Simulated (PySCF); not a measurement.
C2H8AlO, charge +1, singlet, at a GFN2-xTB geometry (such geometries of metal compounds can be far from the true shape), atoms displaced at random by about 0.03 Å a coordinate; PySCF with PBE/6-31G, gradient.

Input for PySCF:
```python
from pyscf import gto, scf, dft

mol = gto.Mole()
mol.atom = '''
    Al    0.19087837   -0.18185187    0.16641162
    C     1.78306379    0.10412932   -0.94241646
    H     2.68743184   -0.52702943   -0.53186220
    H     2.13035426    1.06746809   -1.05724437
    H     1.66908366   -0.35644975   -1.95770782
    C    -0.93820106   -0.78588190    1.64364177
    H    -1.77346482   -1.34740486    1.31119547
    H    -1.37037017    0.10716431    2.21885187
    H    -0.36179171   -1.40189543    2.35208717
    O    -1.02404668    0.83125968   -0.81479723
    H    -0.87191588    1.28344812   -1.62150417
    H    -1.97359268    0.97390578   -0.61017502
'''
mol.basis = '6-31g'
mol.charge = 1
mol.verbose = 4
mol.build()

mf = dft.RKS(mol)
mf.xc = 'pbe'
mf.grids.level = 0
mf.kernel()
g = mf.nuc_grad_method()
g.grid_response = False
grad = g.kernel()
```

It wrote (shortened):

```
PySCF version 2.14.0

[INPUT] verbose = 4
[INPUT] num. atoms = 12
[INPUT] num. electrons = 40
[INPUT] charge = 1
[INPUT] spin (= nelec alpha-beta = 2S) = 0
[INPUT] symmetry False subgroup None
[INPUT] Mole.unit = angstrom
[INPUT] Symbol           X                Y                Z      unit          X                Y                Z       unit  Magmom
[INPUT]  1 Al     0.190878370000  -0.181851870000   0.166411620000 AA    0.360707842403  -0.343650229540   0.314472385745 Bohr   0.0
[INPUT]  2 C      1.783063790000   0.104129320000  -0.942416460000 AA    3.369502225729   0.196775896337  -1.780909004682 Bohr   0.0
[INPUT]  3 H      2.687431840000  -0.527029430000  -0.531862200000 AA    5.078510156036  -0.995941282286  -1.005073894009 Bohr   0.0
[INPUT]  4 H      2.130354260000   1.067468090000  -1.057244370000 AA    4.025786099700   2.017222336813  -1.997902306038 Bohr   0.0
[INPUT]  5 H      1.669083660000  -0.356449750000  -1.957707820000 AA    3.154110996387  -0.673592404670  -3.699531611719 Bohr   0.0
[INPUT]  6 C     -0.938201060000  -0.785881900000   1.643641770000 AA   -1.772943053177  -1.485101557253   3.106032792195 Bohr   0.0
[INPUT]  7 H     -1.773464820000  -1.347404860000   1.311195470000 AA   -3.351362801351  -2.546226164308   2.477800334070 Bohr   0.0
[INPUT]  8 H     -1.370370170000   0.107164310000   2.218851870000 AA   -2.589624310574   0.202511196228   4.193022345279 Bohr   0.0
[INPUT]  9 H     -0.361791710000  -1.401895430000   2.352087170000 AA   -0.683687246038  -2.649198417979   4.444800572403 Bohr   0.0
[INPUT] 10 O     -1.024046680000   0.831259680000  -0.814797230000 AA   -1.935167763970   1.570853133594  -1.539743611754 Bohr   0.0
[INPUT] 11 H     -0.871915880000   1.283448120000  -1.621504170000 AA   -1.647682216859   2.425365441888  -3.064198791140 Bohr   0.0
[INPUT] 12 H     -1.973592680000   0.973905780000  -0.610175020000 AA   -3.729549646646   1.840415195331  -1.153063675851 Bohr   0.0

nuclear repulsion = 161.874281553682
number of shells = 38
number of NR pGTOs = 144
number of NR cGTOs = 56
basis = 6-31g
ecp = {}

******** <class 'pyscf.dft.rks.RKS'> ********
method = RKS
initial guess = minao
damping factor = 0
level_shift factor = 0
DIIS = <class 'pyscf.scf.diis.CDIIS'>
diis_start_cycle = 1
diis_space = 8
diis_damp = 0
SCF conv_tol = 1e-09
SCF conv_tol_grad = None
SCF max_cycles = 50
direct_scf = True
direct_scf_tol = 1e-13
XC library pyscf.dft.libxc version 7.1.2
    S. Lehtola, C. Steigemann, M. J. T. Oliveira, and M. A. L. Marques,  SoftwareX 7, 1–5 (2018)
XC functionals = pbe
    J. P. Perdew, K. Burke, and M. Ernzerhof,  Phys. Rev. Lett. 77, 3865 (1996)
    J. P. Perdew, K. Burke, and M. Ernzerhof,  Phys. Rev. Lett. 78, 1396 (1997)
    J. P. Perdew, K. Burke, and M. Ernzerhof,  Phys. Rev. Lett. 77, 3865 (1996)
    J. P. Perdew, K. Burke, and M. Ernzerhof,  Phys. Rev. Lett. 78, 1396 (1997)
radial grids:
    Treutler-Ahlrichs [JCP 102, 346 (1995); DOI:10.1063/1.469408] (M4) radial grids

becke partition: Becke, JCP 88, 2547 (1988); DOI:10.1063/1.454033
pruning grids: <function nwchem_prune>
grids dens level: 0
symmetrized grids: False
atomic radii adjust function: <function treutler_atomic_radii_adjust>
small_rho_cutoff = 0
Set gradient conv threshold to 3.16228e-05
Initial guess from minao.
tot grids = 9848
init E= -398.340944323271
  HOMO = -0.348517857095885  LUMO = -0.0803313439677096  gap/eV = 7.29773
cycle= 1 E= -397.947840147543  delta_E= 0.393  |g|= 0.84  |ddm|= 2.81
  HOMO = -0.347217673482147  LUMO = -0.21343240074644  gap/eV = 3.64048
cycle= 2 E= -397.687670467599  delta_E= 0.26  |g|= 1.32  |ddm|= 1.74
  HOMO = -0.435869215000554  LUMO = -0.231350435012303  gap/eV = 5.56524
cycle= 3 E= -398.117239897079  delta_E= -0.43  |g|= 0.084  |ddm|= 1.09
  HOMO = -0.438418393208126  LUMO = -0.226758243528192  gap/eV = 5.75957
cycle= 4 E= -398.118155272905  delta_E= -0.000915  |g|= 0.0557  |ddm|= 0.118
  HOMO = -0.433921254101399  LUMO = -0.226347247574855  gap/eV = 5.64838
cycle= 5 E= -398.118900361837  delta_E= -0.000745  |g|= 0.00525  |ddm|= 0.0448
  HOMO = -0.43438522873969  LUMO = -0.227179911120079  gap/eV = 5.63834
cycle= 6 E= -398.118913164318  delta_E= -1.28e-05  |g|= 0.000897  |ddm|= 0.0122
  HOMO = -0.43431253764934  LUMO = -0.227108465534737  gap/eV = 5.63831
cycle= 7 E= -398.118913309541  delta_E= -1.45e-07  |g|= 0.000665  |ddm|= 0.00169
  HOMO = -0.434313559871998  LUMO = -0.227112478315268  gap/eV = 5.63823
cycle= 8 E= -398.11891343609  delta_E= -1.27e-07  |g|= 9.2e-05  |ddm|= 0.000691
  HOMO = -0.434330633986417  LUMO = -0.227127329872216  gap/eV = 5.63829
cycle= 9 E= -398.118913438655  delta_E= -2.57e-09  |g|= 1.83e-05  |ddm|= 0.000144
  HOMO = -0.43433007921274  LUMO = -0.227125753276384  gap/eV = 5.63832
cycle= 10 E= -398.118913438808  delta_E= -1.53e-10  |g|= 1.22e-06  |ddm|= 3.72e-05
  HOMO = -0.434330139782264  LUMO = -0.227125763753213  gap/eV = 5.63832
Extra cycle  E= -398.118913438808  delta_E= -1.14e-13  |g|= 1.32e-06  |ddm|= 3.16e-06
converged SCF energy = -398.118913438808

******** <class 'pyscf.grad.rks.Gradients'> for <class 'pyscf.dft.rks.RKS'> ********
unit = Eh/Bohr
grid_response = False
--------------- RKS gradients ---------------
         x                y                z
0 Al    -0.0110075043     0.0009430015    -0.0036926751
1 C    -0.0178993675     0.0878382640    -0.0097478173
2 H     0.0272842752    -0.0212196266     0.0072610149
3 H    -0.0152715452    -0.0553397370     0.0028989412
4 H     0.0051259411    -0.0055137127    -0.0055104290
5 C    -0.0179338797    -0.0303766759    -0.0215539564
6 H     0.0242628311     0.0197514180     0.0115573512
7 H    -0.0121721897     0.0162659633     0.0101912727
8 H     0.0016572463    -0.0003423140    -0.0023857493
9 O     0.0325010468     0.0068532787    -0.0240558741
10 H    -0.0211898941    -0.0232608067     0.0463793337
11 H     0.0054342456     0.0048200310    -0.0110965373
----------------------------------------------
```
